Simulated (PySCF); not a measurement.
**Worked example: oscillator strength and radiative lifetime**

SnOF2, SMILES [F][Sn](=[O])[F].

Geometry optimised at B3LYP-D3(BJ)/def2-SVP. The def2 effective core potentials stand for the cores of Sn; spin–orbit coupling is left out.

TDA-PBE0/def2-SVPD (PySCF 2.14.0) puts the first singlet state with f over 0.02 at 6.21 eV (vertical), with the transition dipole (0.000, 0.367, 0.000) in atomic units.

Task: Find the oscillator strength, the wavelength and the radiative lifetime that this transition would have in vacuum if emission retraced absorption.

Result: 
|μ|² = 0.1347 au, so |μ| = 0.93 D. ΔE = 6.21/27.211 = 0.2282 hartree. f = (2/3) ΔE |μ|² = 0.020 (the program prints 0.020).
λ = 1239.84/6.21 = 200 nm; ν = 50087 cm⁻¹.
Einstein's coefficient A = 0.6670 ν² f s⁻¹ (ν in cm⁻¹) = 3.4e7 s⁻¹, so τ = 1/A = 29 ns. This state is S5; the lower singlets have f = 0.013, 0.016, 0.000, 0.009. The figure is the radiative limit of this one transition; relaxation, internal conversion, crossing to triplets and a medium change what is measured.
